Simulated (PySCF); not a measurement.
An EPR job, as run on `C[C+]1C[C]1BF` [radical].

Level of theory: PySCF 2.14.0, UKS B3LYP, pcH-1 on B C F H, non-relativistic, mean-field spin-orbit, GIAO.

Input of the driver that calls PySCF (job settings, then Cartesian coordinates in Å):

```
{"job": {"kind": "epr", "basis": "pcH-1"}, "charge": 1, "multiplicity": 2}
C      1.8918    -0.0801     0.1089
C      0.4833    -0.2723    -0.0322
C     -0.6041    -1.2279    -0.2231
C     -0.7758     0.2490    -0.0534
B     -1.7711     1.3944     0.0907
F     -2.2294     2.0896    -0.8919
H      2.1495     0.9412     0.3826
H      2.3915    -0.3571    -0.8285
H      2.3003    -0.7876     0.8406
H     -0.8818    -1.6538    -1.1887
H     -0.8223    -1.9359     0.5783
H     -2.1308     1.6397     1.1908
```

The self-consistent field part of the output:

```
UKS, coarse grid
  cycle   1  E = -280.34598464  |g| = 3.70e-01
  cycle   2  E = -280.25667540  |g| = 6.56e-01
  cycle   3  E = -280.39626219  |g| = 5.18e-02
  cycle   4  E = -280.39694645  |g| = 2.94e-02
  cycle   5  E = -280.39730093  |g| = 6.39e-03
  cycle   6  E = -280.39731986  |g| = 2.83e-03
  cycle   7  E = -280.39732376  |g| = 8.45e-04
UKS, final grid
  cycle   1  E = -280.39734130  |g| = 1.11e-03
  cycle   2  E = -280.39734033  |g| = 1.81e-03
  cycle   3  E = -280.39734197  |g| = 1.51e-04
  cycle   4  E = -280.39734198  |g| = 6.21e-05
  cycle   5  E = -280.39734199  |g| = 2.83e-05
E = -280.39734199 Eh   <S^2> = 0.7528 (exact 0.7500)
```

Task: What follows in the output?

Result: 
```
g shifts (ppm)      1          2          3
  rmc          -138       -138       -138
  gc              1         17          5
  oz_so          85        634       1324
  total         -52        513       1190
hyperfine (MHz)  atom isotope    a_iso     a_fc   dipolar eigenvalues
    0   13C     -12.06     -12.06     -3.67     -1.53      5.20
    1   13C      22.27      22.27    -31.98    -26.38     58.36
    2   13C     -47.94     -47.94    -10.92     -3.54     14.45
    3   13C      33.62      33.62    -40.94    -37.71     78.66
    4   11B     -18.41     -18.41     -3.56     -1.40      4.97
    5   19F      33.28      33.28    -19.38    -13.15     32.53
    6    1H      -1.39      -1.39     -2.87     -1.84      4.71
    7    1H      83.67      83.67     -4.26     -1.57      5.83
    8    1H      75.37      75.37     -4.20     -2.55      6.76
    9    1H     260.05     260.05     -8.18     -6.01     14.19
   10    1H     273.19     273.19     -7.85     -6.50     14.35
   11    1H      98.84      98.84     -3.84     -0.61      4.45
```

The program numbers atoms from 0. The g shifts stand along the tensor's principal axes 1 to 3: rmc is the relativistic mass correction, gc the gauge correction, oz_so the orbital-Zeeman/spin–orbit term. a_fc is the Fermi-contact part of a_iso, which also holds a spin–orbit part where one was computed. The run used 210 basis functions and 12 SCF iterations in all.

Task: Where does the spin sit (Mulliken spin populations, atoms from 0)?

Result: 3 C +0.45, 1 C +0.31, 10 H +0.10, 9 H +0.10, 2 C -0.05, 11 H +0.04, 7 H +0.03, 8 H +0.03. Over all atoms they add up to 1.

Geometry: GFN2-xTB, one conformer, isolated ion.
Labels such as C1 count atoms from 1, the log's own numbers from 0.
